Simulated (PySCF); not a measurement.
# Ionisation energy of N⁺ by level of theory

N⁺ [He] 2s2 2p2 (3P) → N²⁺ [He] 2s2 2p1 (2P), as a difference of total energies. Calculation: PySCF 2.14, in dyall-av3z (15s9p3d2f, 71 functions); the non-relativistic Hamiltonian (point nucleus). Correlated levels: valence: 1s2 frozen; virtual orbitals above 40 to 60 times the deepest correlated orbital energy dropped. The calculations carry no spin-orbit coupling.

```csv
method,ionisation energy (eV),difference from reference (eV)
UHF,29.209,-0.392
MP2 (valence),29.629,+0.028
SCS-MP2 (valence),29.489,-0.112
CCSD (valence),29.473,-0.128
CCSD(T) (valence),29.489,-0.112
```

Reference: 29.601 eV (semi-empirical (NIST evaluation); NIST Atomic Spectra Database, ionization energies).

Errors of the correlated levels include the incompleteness of this basis and the frozen core.
